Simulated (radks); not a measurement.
Values are calculated unless marked as measured or tabulated.
All-electron atom: Er3+ in [Xe] 4f11 (the NIST ground configuration). Level of theory: scalar-relativistic Kohn-Sham, Slater X-alpha with alpha = 0.91, spin-polarised, spherical densities, finite nucleus; open shells are filled with parallel spins first (spin-orbit coupling, left out, can overturn this in heavy ions); Fermi nuclear charge, rms radius 5.2516 fm (a radial shooting solver on a logarithmic mesh with Libxc functionals).

Radial electron density D(r) = 4 pi r^2 rho(r):

| r (bohr) | D(r) (e/bohr) | spin D(r) |
|---|---|---|
| 0.001479 | 9.853 | 0 |
| 0.001942 | 14.83 | 0 |
| 0.002569 | 22.14 | 0 |
| 0.003372 | 31.80 | 0 |
| 0.004462 | 44.55 | 0 |
| 0.005904 | 59.51 | 0 |
| 0.007749 | 74.32 | 0 |
| 0.01025 | 86.52 | -1.03e-07 |
| 0.01357 | 91.80 | -0.00000224 |
| 0.01781 | 88.94 | -0.0000146 |
| 0.02356 | 82.56 | -0.0000717 |
| 0.03117 | 83.70 | -0.000284 |
| 0.04092 | 99.13 | -0.000883 |
| 0.05414 | 119.2 | -0.00207 |
| 0.07107 | 120.1 | -0.00178 |
| 0.09403 | 100.6 | 0.0138 |
| 0.1244 | 95.13 | 0.0982 |
| 0.1633 | 109.4 | 0.378 |
| 0.2161 | 96.09 | 1.09 |
| 0.2859 | 58.34 | 2.35 |
| 0.3753 | 53.67 | 3.75 |
| 0.4965 | 60.46 | 4.39 |
| 0.657 | 41.20 | 3.69 |
| 0.8623 | 21.60 | 2.38 |
| 1.141 | 13.44 | 1.12 |
| 1.498 | 7.729 | 0.326 |
| 1.982 | 2.605 | 0.0229 |
| 2.622 | 0.4288 | -0.00885 |
| 3.441 | 0.03182 | -0.00161 |
| 4.553 | 0.0007475 | -0.0000673 |

D(r) has 4 maxima, at r = 0.0140, 0.0625, 0.174, 0.469 bohr, and minima at 0.0268, 0.114, 0.335 bohr, inside which lie 1.93, 11.14, 29.64 electrons.
